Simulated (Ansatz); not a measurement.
Species: sum formula CuOH, charge -1, multiplicity 2. The spin state was set by rule; other spins were not relaxed. SMILES of the parent species: [OH][Cu]
Coordinates optimised at B3LYP-D3(BJ)/def2-TZVP (Ansatz, a program for electronic structure):
```
O
H 1 0.9661
Cu 1 1.8944 2 102.08
```
Charge -1, spin multiplicity 2.

Parts of the frozen-core correlation energy in def2-TZVPP (Ansatz, hartree). Frozen orbitals: 10; correlated occupied orbitals by spin: 10 and 9; virtual: 89 and 90. UHF or UKS for open shells. No spin-orbit coupling. Non-relativistic.

```json
[
 {"term": "reference (HF)", "value": "-1714.39522"},
 {"term": "MP2 opposite-spin", "value": "…"},
 {"term": "MP2 same-spin", "value": "-0.25804"},
 {"term": "CCSD correlation", "value": "…"},
 {"term": "(T)", "value": "…"},
 {"term": "T1 diagnostic", "value": "0.043"},
 {"term": "largest doubles amplitude", "value": "0.043"},
 {"term": "<S^2> of the reference", "value": "0.757"}
]
```

Question: Complete the blanks.

Answer: 
- MP2 opposite-spin, value: -0.51751
- CCSD correlation, value: -0.70811
- (T), value: -0.03132
